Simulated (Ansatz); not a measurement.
Steps of a relaxation of C₂H₅FOSe (`C[Se]C(O)F`) with RKS PBE0-D4/def2-TZVP.

```sh
$ ansatz run in.yaml --threads 4 --pin off --events-out ev --progress --plain --max-ram 10444MiB
```

```yaml
crystal:
  periodic: [false, false, false]
  atoms:
    - {symbol: C, position_ang: [-1.143230, -0.380260, 1.161306]}
    - {symbol: Se, position_ang: [-0.805989, 1.257974, 0.138040]}
    - {symbol: C, position_ang: [0.840157, 0.602383, -0.745650]}
    - {symbol: O, position_ang: [0.568524, -0.575397, -1.400740]}
    - {symbol: F, position_ang: [1.220244, 1.601829, -1.624312]}
    - {symbol: H, position_ang: [-0.376740, -0.529905, 1.946070]}
    - {symbol: H, position_ang: [-1.165331, -1.240645, 0.468053]}
    - {symbol: H, position_ang: [-2.133438, -0.259121, 1.639283]}
    - {symbol: H, position_ang: [1.661469, 0.497816, 0.003223]}
    - {symbol: H, position_ang: [1.417533, -1.025875, -1.582373]}
basis:
  gaussian: {orbitals: def2-TZVP}
hamiltonian: {xc: pbe0, dispersion: d4}
relax: {f_tol: 0.005, max_steps: 150}
```

Positions (Å) and forces (eV/Å) along the path, 9 of 9 steps:

```xyz
10
step=1 energy=-72256.8176 eV
C    -1.143   -0.380    1.161   -0.036   -0.234    0.122
Se   -0.806    1.258    0.138    0.264   -0.430    0.008
C     0.840    0.602   -0.746    0.032    0.077    0.354
O     0.569   -0.575   -1.401    0.805    0.140    0.017
F     1.220    1.602   -1.624   -0.099   -0.450    0.248
H    -0.377   -0.530    1.946   -0.387    0.113   -0.423
H    -1.165   -1.241    0.468   -0.009    0.460    0.361
H    -2.133   -0.259    1.639    0.498   -0.033   -0.258
H     1.661    0.498    0.003   -0.461    0.073   -0.503
H     1.418   -1.026   -1.582   -0.607    0.283    0.074
10
step=2 energy=-72256.8586 eV
C    -1.141   -0.382    1.157   -0.007   -0.040    0.046
Se   -0.807    1.240    0.135    0.103   -0.141   -0.046
C     0.831    0.595   -0.733    0.039    0.044    0.062
O     0.582   -0.575   -1.397    0.234    0.050    0.040
F     1.214    1.586   -1.610   -0.037   -0.113    0.075
H    -0.371   -0.525    1.921   -0.125    0.010   -0.117
H    -1.185   -1.236    0.478   -0.001    0.132    0.108
H    -2.112   -0.243    1.641    0.145   -0.029   -0.062
H     1.646    0.496    0.001   -0.155    0.014   -0.115
H     1.427   -1.007   -1.590   -0.196    0.072    0.008
10
step=3 energy=-72256.8627 eV
C    -1.141   -0.381    1.156    0.016    0.011   -0.023
Se   -0.807    1.228    0.123   -0.043    0.027    0.008
C     0.832    0.595   -0.731   -0.017   -0.003   -0.012
O     0.587   -0.573   -1.396    0.020    0.011    0.017
F     1.218    1.582   -1.605   -0.006   -0.013    0.023
H    -0.370   -0.528    1.911    0.019   -0.001    0.011
H    -1.196   -1.235    0.486   -0.004   -0.021   -0.006
H    -2.102   -0.238    1.648   -0.010    0.015    0.004
H     1.635    0.498    0.007    0.016   -0.007    0.006
H     1.428   -1.000   -1.596    0.008   -0.020   -0.027
10
step=4 energy=-72256.8632 eV
C    -1.139   -0.380    1.153   -0.020    0.016    0.002
Se   -0.817    1.228    0.115    0.002   -0.023   -0.004
C     0.828    0.592   -0.727   -0.017    0.021   -0.025
O     0.590   -0.575   -1.396   -0.013    0.008    0.016
F     1.219    1.581   -1.597    0.021    0.009   -0.011
H    -0.359   -0.526    1.898    0.015   -0.001    0.008
H    -1.205   -1.236    0.486    0.000   -0.009   -0.009
H    -2.094   -0.231    1.655   -0.010   -0.004    0.016
H     1.628    0.495    0.015    0.008   -0.006    0.022
H     1.433   -0.998   -1.599    0.013   -0.011   -0.015
10
step=5 energy=-72256.8637 eV
C    -1.143   -0.380    1.153   -0.013   -0.005    0.006
Se   -0.827    1.220    0.102    0.014   -0.013   -0.013
C     0.828    0.591   -0.727   -0.001    0.005   -0.005
O     0.599   -0.575   -1.402   -0.018   -0.002    0.006
F     1.225    1.583   -1.591    0.013    0.009   -0.011
H    -0.350   -0.526    1.886   -0.007   -0.002   -0.006
H    -1.226   -1.241    0.493    0.004    0.007    0.008
H    -2.087   -0.222    1.673    0.011   -0.005    0.003
H     1.620    0.492    0.022   -0.008   -0.001    0.014
H     1.444   -0.992   -1.607    0.004    0.005   -0.003
10
step=6 energy=-72256.8640 eV
C    -1.144   -0.380    1.152   -0.014   -0.010    0.007
Se   -0.840    1.212    0.084    0.008   -0.003   -0.002
C     0.825    0.589   -0.727    0.007   -0.001    0.007
O     0.605   -0.575   -1.408   -0.017   -0.009   -0.007
F     1.236    1.584   -1.581    0.005    0.000   -0.004
H    -0.337   -0.523    1.870   -0.011    0.001   -0.010
H    -1.243   -1.246    0.501    0.007    0.012    0.011
H    -2.077   -0.214    1.690    0.019   -0.003   -0.007
H     1.607    0.488    0.035   -0.009    0.002    0.000
H     1.452   -0.987   -1.614    0.006    0.012    0.004
10
step=7 energy=-72256.8297 eV rejected
C    -1.146   -0.382    1.155    0.171    0.118   -0.039
Se   -0.834    1.208    0.080   -0.042    0.023    0.076
C     0.826    0.574   -0.726   -0.619    0.186   -0.275
O     0.581   -0.587   -1.426    0.266    0.578    0.518
F     1.246    1.562   -1.587    0.010   -0.028    0.070
H    -0.338   -0.521    1.873   -0.011   -0.001    0.009
H    -1.238   -1.246    0.505   -0.037   -0.087   -0.048
H    -2.075   -0.211    1.689   -0.107    0.001    0.051
H     1.603    0.478    0.035    0.077   -0.172    0.014
H     1.458   -0.926   -1.595    0.291   -0.617   -0.377
10
step=8 energy=-72256.8641 eV
C    -1.142   -0.377    1.156   -0.009   -0.008    0.003
Se   -0.843    1.210    0.080    0.000   -0.006   -0.005
C     0.823    0.586   -0.728    0.025    0.003    0.017
O     0.602   -0.573   -1.418   -0.016    0.001   -0.005
F     1.245    1.583   -1.573   -0.006    0.001   -0.007
H    -0.341   -0.509    1.883   -0.005    0.003   -0.007
H    -1.228   -1.248    0.510    0.007    0.001   -0.001
H    -2.082   -0.218    1.684    0.007    0.005    0.003
H     1.598    0.475    0.038   -0.004   -0.001    0.002
H     1.451   -0.980   -1.629    0.002    0.001    0.001
10
step=9 energy=-72256.8641 eV
C    -1.143   -0.378    1.154   -0.002   -0.002    0.001
Se   -0.845    1.209    0.077    0.001    0.001    0.000
C     0.823    0.586   -0.727   -0.003    0.005   -0.001
O     0.602   -0.573   -1.417    0.002   -0.001   -0.001
F     1.245    1.583   -1.572    0.000   -0.002    0.001
H    -0.338   -0.509    1.876   -0.001   -0.001    0.000
H    -1.232   -1.249    0.509    0.001    0.001    0.000
H    -2.078   -0.216    1.688    0.003    0.001    0.000
H     1.597    0.476    0.041   -0.002    0.000   -0.001
H     1.451   -0.980   -1.627    0.001   -0.002   -0.001
```

Hardware: 4 threads of an Arm Neoverse V2 on a shared host. Wall time 41 s, peak host memory 0.56 GiB.
